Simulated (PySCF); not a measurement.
## Te²⁺ (tellurium, charge +2): UHF calculation

Configuration: [Kr] 4d10 5s1 5p3, high-spin 5S determinant (an excited configuration). Calculation: PySCF 2.14, in aug-cc-pVDZ-PP with ECP28MDF (5s4p3d, 32 functions); scalar relativity through the core potential.

| Property | Result |
| --- | --- |
| Total energy | -265.842639 hartree |
| One-electron energy | -449.1109 hartree |
| Hartree (Coulomb) energy | 202.6811 hartree |
| Exchange energy | -19.4129 hartree |
| ⟨S²⟩ | 6.0027 |
| ⟨L²⟩ | 0.000 |
| Sum of ⟨r⟩ | 25.22 bohr |
| Sum of ⟨r²⟩ | 39.41 bohr² |

```json
{"shell": "4s α", "electrons": "1", "mean orbital energy (eV)": "-215.02", "rms radius, mean of both spins (bohr)": "0.820"}
{"shell": "4s β", "electrons": "1", "mean orbital energy (eV)": "-213.69", "rms radius, mean of both spins (bohr)": "0.820"}
{"shell": "4p α", "electrons": "3", "mean orbital energy (eV)": "-159.60", "rms radius, mean of both spins (bohr)": "0.881"}
{"shell": "4p β", "electrons": "3", "mean orbital energy (eV)": "-158.58", "rms radius, mean of both spins (bohr)": "0.881"}
{"shell": "4d α", "electrons": "5", "mean orbital energy (eV)": "-73.887", "rms radius, mean of both spins (bohr)": "1.04"}
{"shell": "4d β", "electrons": "5", "mean orbital energy (eV)": "-72.953", "rms radius, mean of both spins (bohr)": "1.04"}
{"shell": "5s α", "electrons": "1", "mean orbital energy (eV)": "-42.819", "rms radius, mean of both spins (bohr)": "2.12"}
{"shell": "5p α", "electrons": "3", "mean orbital energy (eV)": "-28.903", "rms radius, mean of both spins (bohr)": "2.46"}
```

Energies and moments cover only the electrons outside the core potential.
